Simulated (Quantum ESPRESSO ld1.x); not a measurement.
The numbers below are computed, except where a source is named.
Question: The mean radii <r> (bohr) of the occupied orbitals of an atom or ion are listed with their occupations. Code: ld1.x of Quantum ESPRESSO 7.5. Model: scalar-relativistic Kohn-Sham, LDA (Slater exchange, Perdew-Zunger correlation), spin-polarised, spherical densities, point nucleus.

| orbital | occ. | <r> |
|---|---|---|
| 1s up | 1 | 0.02365 |
| 1s down | 1 | 0.02365 |
| 2s up | 1 | 0.1010 |
| 2s down | 1 | 0.1010 |
| 2p up | 3 | 0.08883 |
| 2p down | 3 | 0.08882 |
| 3s up | 1 | 0.2667 |
| 3s down | 1 | 0.2666 |
| 3p up | 3 | 0.2648 |
| 3p down | 3 | 0.2647 |
| 3d up | 5 | 0.2419 |
| 3d down | 5 | 0.2418 |
| 4s up | 1 | 0.6078 |
| 4s down | 1 | 0.6076 |
| 4p up | 3 | 0.6438 |
| 4p down | 3 | 0.6436 |
| 4d up | 5 | 0.7077 |
| 4d down | 5 | 0.7080 |
| 5s up | 1 | 1.466 |
| 5s down | 1 | 1.479 |
| 5p up | 3 | 1.719 |
| 5p down | 3 | 1.737 |
| 6s up | 1 | 3.929 |
| 4f up | 4 | 1.089 |

Name the element and its charge. Open shells, if any, are filled with parallel spins first.

Answer: Z = 60, neodymium, charge +1: Nd+ in [Xe] 4f4 6s1. The 1s radius gives Z: for a bare nucleus <r> = (2 gamma + 1)/(2Z) with gamma = sqrt(1 - (Z/c)^2), 0.02332 bohr for Z = 60, and screening makes it slightly larger (0.02365 here). The occupations add up to 59, and the charge is Z minus that.
